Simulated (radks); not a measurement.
A nucleus of charge 32.7 with 31 electrons, configuration [Ar] 3d10 4s2 4p1. All-electron calculation, Dirac Kohn-Sham, PBE, spin-unpolarised, spherical densities, finite nucleus; open shells fill j = l - 1/2 first; Fermi nuclear charge, rms radius 4.0742 fm. Program: a radial shooting solver on a logarithmic mesh with Libxc functionals.

Normalised radial functions P(r) = r R(r) (large component), r in bohr:

r,3s1/2,3d3/2
0.002301,0.1057,0.0000
0.003433,0.1500,0.0000
0.005162,0.2099,0.0001
0.007701,0.2830,0.0002
0.01158,0.3649,0.0008
0.01728,0.4317,0.0023
0.02598,0.4412,0.0070
0.03907,0.3216,0.0203
0.05828,0.0179,0.0551
0.08765,-0.4405,0.1402
0.1308,-0.7658,0.3133
0.1966,-0.5121,0.6088
0.2933,0.4253,0.9575
0.4411,1.3287,1.1829
0.6634,1.2799,1.0844
0.9896,0.6044,0.7275
1.488,0.1280,0.3361
2.22,0.0102,0.0982
3.339,0.0002,0.0135
4.981,0.0000,0.0007
7.49,0.0000,0.0000

3s1/2: eigenvalue -200.81 eV, 2 radial nodes at r = 0.0593, 0.250 bohr, <r> = 0.606 bohr, 90 % of the charge inside 0.905 bohr. 3d3/2: eigenvalue -54.739 eV, 0 radial nodes, <r> = 0.689 bohr, 90 % of the charge inside 1.16 bohr.
